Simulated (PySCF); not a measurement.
An unknown shows these calculated signals:

¹H NMR (400 MHz, computed): δ 5.53 (m, 1H), 2.18 (s, 3H), 1.98 (s, 1H).

¹³C{¹H} NMR (computed): δ 115.4 (C), 103.7 (CH), 84.7 (C), 78.5 (C), 73.0 (CH), 5.6 (CH3).

All values are calculated (PySCF 2.14): GFN2-xTB structure, shielding tensors at PBE0/pcSseg-1 (GIAO). No solvent model, non-relativistic, equivalent nuclei averaged, a single conformation.

δ = σ(ref) − σ, references computed at the same level: ¹H, ¹³C against TMS.

Problem. Which of these does the molecule contain: an NH or NH2 group, a ketone, a C≡C triple bond, a vinyl group CH=CH2?

Solution. 
- An NH or NH2 group: no.
- A ketone: no.
- A C≡C triple bond: yes (δC 103.7, 84.7; δH 1.98 (s)).
- A vinyl group CH=CH2: no.

The data belong to `C(#C[Si@@](C#C)(F)C(Cl)Cl)C`, C6H5Cl2FSi; they needn't prove each group on their own.

Carbon signals by region: 2 in the sp2 and nitrile region (100–160 ppm), 3 at 50–100 ppm, 1 below 50 ppm.

Carbons that carry Cl, above all several Cl atoms, come out too deshielded, partly because spin–orbit coupling is missing. Splittings by ¹⁹F in the carbon and heteronuclear signals aren't shown, as no couplings were computed. Shifts are as computed. Against solution values, carbons near 30 ppm lie about +3 ppm off and those near 130 ppm about +5 ppm; carbons on Cl a further +6 ppm. Of 1309 compounds with measured shifts, 239 miss one by over three times the rms of a fit or turn the order of signals round; such compounds aren't used in these exercises. No couplings were computed; multiplicities are counted from neighbouring protons, with m where these are inequivalent, close in shift, in a saturated or five-membered ring or joined by F or P, and br s for small geminal =CH2 splittings.
